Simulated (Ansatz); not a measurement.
The cluster Ge₇S₆, relaxed as a singlet with RKS r2SCAN-D4/def2-SVP in Ansatz, starting from the GFN1-xTB geometry. Force threshold 0.03 eV/Å.

Another isomer (singlet) lies 0.58 eV lower at PBE0-D4/def2-SVP; other spin states weren't run for this one.

Start:

```xyz
13

Ge   -2.968    1.188   -0.109
Ge    0.937    1.075    0.556
Ge    2.294   -0.584    2.741
Ge    1.088    0.535   -1.800
Ge   -2.340    0.935    2.165
Ge   -1.013   -2.494    0.152
Ge   -0.638   -0.863   -2.722
S     0.056   -2.795   -1.761
S     2.355    1.552    2.209
S     2.811    1.041   -2.797
S    -0.986    2.205    0.876
S    -2.164   -0.785   -0.901
S     0.567   -1.010    1.391
```

Task: Estimate the energy that the relaxation releases and the steps that it takes.

Result: 172.4 kJ/mol, in 21 steps; 13 min on 4 threads of Arm Neoverse N1 on a shared host. No frequencies were taken in this run, so the end may be a saddle point.

Task: Does the start keep its bonding?

Result: Bonds formed: Ge3–Ge5, Ge5–S13 (atoms count from 1).

Task: Predict the relaxed structure.

Result: 
| atom | x (Å) | y (Å) | z (Å) |
| --- | --- | --- | --- |
| Ge1 | -2.8650 | 1.1371 | 0.3941 |
| Ge2 | 0.9682 | 0.5964 | 0.3048 |
| Ge3 | 1.1795 | 0.2653 | 3.4777 |
| Ge4 | 1.0694 | 0.5113 | -2.2202 |
| Ge5 | -1.3592 | 0.6946 | 2.5299 |
| Ge6 | -1.0476 | -2.6629 | -0.1594 |
| Ge7 | -0.9122 | -0.8812 | -2.9812 |
| S8 | 0.5873 | -2.2822 | -1.7508 |
| S9 | 2.4579 | 1.2598 | 1.8550 |
| S10 | 2.9351 | 1.0526 | -2.8774 |
| S11 | -0.7128 | 2.1937 | 0.7562 |
| S12 | -2.3155 | -0.7445 | -0.9566 |
| S13 | 0.0149 | -1.1401 | 1.6278 |
Bond lengths: 15 × Ge–S 2.05 to 2.60 Å; 4 × Ge–Ge 2.53 to 2.74 Å.
